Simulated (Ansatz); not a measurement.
`[F][Al]([Cl])[Cl]` and `[Cl][Al]([Cl])[SeH]` differ in one atom or group.

Ansatz, PBE0-D4/def2-TZVP geometries, multiplicity 1. Each molecule was computed in one conformer, which needn't be the lowest.

Scalar relativity is left out up to krypton. Spin–orbit coupling is left out; it splits and shifts lone-pair levels of the heavy atoms by tenths of an eV.

| property | `[F][Al]([Cl])[Cl]` |
| --- | --- |
| size of the dipole moment (ωB97M-V/def2-TZVPP) / D | 0.44 |
| HOMO energy (PBE0/def2-TZVPP) / eV | -9.63 |
| HOMO–LUMO gap (PBE/def2-TZVPP) / eV | 6.00 |
| HOMO energy (ωB97M-V/def2-TZVPP) / eV | -11.89 |
| LUMO energy (PBE/def2-TZVPP) / eV | -2.17 |
| LUMO energy (B3LYP/def2-TZVPP) / eV | -1.61 |

**Question.** What does the change do to each property? (An estimate is asked.)

**Answer.** Ansatz gave: 
```
                                          property  `[Cl][Al]([Cl])[SeH]`  shift
size of the dipole moment (ωB97M-V/def2-TZVPP) / D                   0.97   0.53
                HOMO energy (PBE0/def2-TZVPP) / eV                  -7.82   1.81
               HOMO–LUMO gap (PBE/def2-TZVPP) / eV                   4.74  -1.26
             HOMO energy (ωB97M-V/def2-TZVPP) / eV                  -9.95   1.94
                 LUMO energy (PBE/def2-TZVPP) / eV                  -1.94   0.23
               LUMO energy (B3LYP/def2-TZVPP) / eV                  -1.36   0.25
```

With PBE0 the HOMO rises by 1.81 eV and the LUMO rises by 0.20 eV, so the gap narrows by about 1.61 eV. PBE moves the HOMO by 1.50 eV and ωB97M-V by 1.94 eV. The zero-point energy changes by 15.6 kJ/mol with +3 modes. Dipoles are sizes alone; their direction can turn.

B3LYP here is the variant with VWN-RPA as its local correlation; programs differ in this.
